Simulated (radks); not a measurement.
Values are calculated unless marked as measured or tabulated.
Isoelectronic series with 57 electrons, each ion in its NIST ground configuration. Code: a radial shooting solver on a logarithmic mesh with Libxc functionals. Model: Dirac Kohn-Sham, BLYP, spin-unpolarised, spherical densities, point nucleus; open shells are shared between the two j in proportion to 2j + 1. Total energies (hartree) and orbital eigenvalues (hartree) (* marks an orbital that is empty in some or all of the ions):

ion,configuration,E (hartree),5d5/2*,5d3/2*,6s1/2*,5p3/2*
La,[Xe] 5d1 6s2,-8498.2426,-0.10365,-0.11050,-0.12935,-0.78507
Pr2+,[Xe] 4f3,-9242.7699,-0.49205,-0.50051,-0.49256,-1.21574
Pm4+,[Xe] 4f3,-10024.9480,-1.33203,-1.34986,-1.14449,-2.28865
Eu6+,[Kr] 4d10 4f5 5s2 5p4,-10843.9712,-2.30661,-2.33348,-1.91704,-3.43750
Tb8+,[Kr] 4d10 4f7 5s2 5p2,-11702.0033,-3.41586,-3.45318,-2.80526,-4.71869
Ho10+,[Kr] 4d10 4f9 5s2,-12599.9110,-4.65033,-4.69971,-3.80432,-6.12563
Tm12+,[Kr] 4d10 4f9 5s2,-13538.0473,-6.18934,-6.25670,-5.00309,-7.89109
Lu14+,[Kr] 4d10 4f10 5s1,-14515.8312,-7.82228,-7.90904,-6.29536,-9.73265

5d5/2 drops below 6s1/2 between Pr2+ and Pm4+. 5d3/2 drops below 6s1/2 between La and Pr2+.
